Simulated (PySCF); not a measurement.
# Electronic structure of Nd⁵²⁺ (neodymium, charge +52) at the M06 level

Configuration: [He] 2s2 2p4, high-spin 3P determinant. Computed with PySCF 2.14 in an uncontracted even-tempered set (19 s from 27 bohr⁻², ratio 2.2; 13 p from 34 bohr⁻², ratio 2.2; 6 d from 140 bohr⁻², ratio 2.4; 5 f from 210 bohr⁻², ratio 2.4; 4 g from 320 bohr⁻², ratio 2.4), with the spin-free X2C one-electron Hamiltonian (Gaussian nucleus).

| Item | Value |
| --- | --- |
| Total energy | -6249.39 hartree |
| One-electron energy | -6594.79 hartree |
| Hartree (Coulomb) energy | 436.17 hartree |
| Exchange-correlation energy | -90.77 hartree |
| ⟨S²⟩ | 2.0000 |
| ⟨L²⟩ | 2.000 |
| Sum of ⟨r⟩ | 0.5808 bohr |
| Sum of ⟨r²⟩ | 0.05898 bohr² |
| Traceless quadrupole moment −½Σ⟨3z² − r²⟩ along its main axis | -0.00351 e·bohr² |
| Time after the integrals | of the order of 7 core-seconds |

| shell | electrons | mean orbital energy (eV) | spread (eV) | rms radius, mean of both spins (bohr) |
| --- | --- | --- | --- | --- |
| 1s α | 1 | -47902.6 | 0 | 0.0269 |
| 1s β | 1 | -47873.8 | 0 | 0.0269 |
| 2s α | 1 | -11055.7 | 0 | 0.106 |
| 2s β | 1 | -10988.0 | 0 | 0.106 |
| 2p α | 3 | -10395.4 | 32.034 | 0.0938 |
| 2p β | 1 | -10341.2 | 0 | 0.0938 |

Spin-orbit coupling is strong in this species (close to jj coupling), so the high-spin LS determinant is a model state, not a physical level.

Densities and radii are taken from the X2C orbitals without a picture-change correction, which distorts them close to the nucleus.
